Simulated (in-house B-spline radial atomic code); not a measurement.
Ionisation energies along the 5-electron series, configuration [He] 2s2 2p1, as differences of self-consistent energies. NIST's values go from ground level to ground level; the uncertainty of those that are theory runs from under 0.1 % in few-electron ions to several per cent in heavy many-electron ones. Computed with an all-electron radial atomic-structure program (B-spline basis): non-relativistic Hartree-Fock, average of the configuration, point nuclei.

This level leaves out relativity, spin-orbit splitting included, which matters for heavy ions.

```
  ion  configuration after  ionisation energy (eV)  IE/(q+1)² (eV)  -ε less Coulomb ΔSCF (eV)  tabulated value (eV)  computed minus tabulated (eV)
Cd43+             [He] 2s2                  6864.4          3.5457                     0.6904                  7109                           -245
In44+             [He] 2s2                       ?               ?                          ?                     ?                              ?
Sn45+             [He] 2s2                  7489.5          3.5395                    0.69087                  7790                           -300
Sb46+             [He] 2s2                       ?               ?                          ?                     ?                              ?
Te47+             [He] 2s2                  8141.9          3.5338                     0.6913                  8499                           -357
 I48+             [He] 2s2                  8478.2          3.5311                    0.69151                  8867                           -389
Xe49+             [He] 2s2                  8821.4          3.5286                    0.69171                  9243                           -422
Cs50+             [He] 2s2                  9171.4          3.5261                    0.69189                  9629                           -458
Ba51+             [He] 2s2                       ?               ?                          ?                     ?                              ?
La52+             [He] 2s2                  9891.8          3.5215                    0.69225                 10426                           -534
```

Question: Fill in the row of In44+.

Answer: ionisation energy (eV): 7173.6; IE/(q+1)² (eV): 3.5425; -ε less Coulomb ΔSCF (eV): 0.69064; tabulated value (eV): 7442; computed minus tabulated (eV): -268.

Question: Fill in the row of Sb46+.

Answer: ionisation energy (eV): 7812.3; IE/(q+1)² (eV): 3.5366; -ε less Coulomb ΔSCF (eV): 0.69109; tabulated value (eV): 8140; computed minus tabulated (eV): -328.

Question: Fill in the row of Ba51+.

Answer: ionisation energy (eV): 9528.2; IE/(q+1)² (eV): 3.5237; -ε less Coulomb ΔSCF (eV): 0.69208; tabulated value (eV): 10023; computed minus tabulated (eV): -495.
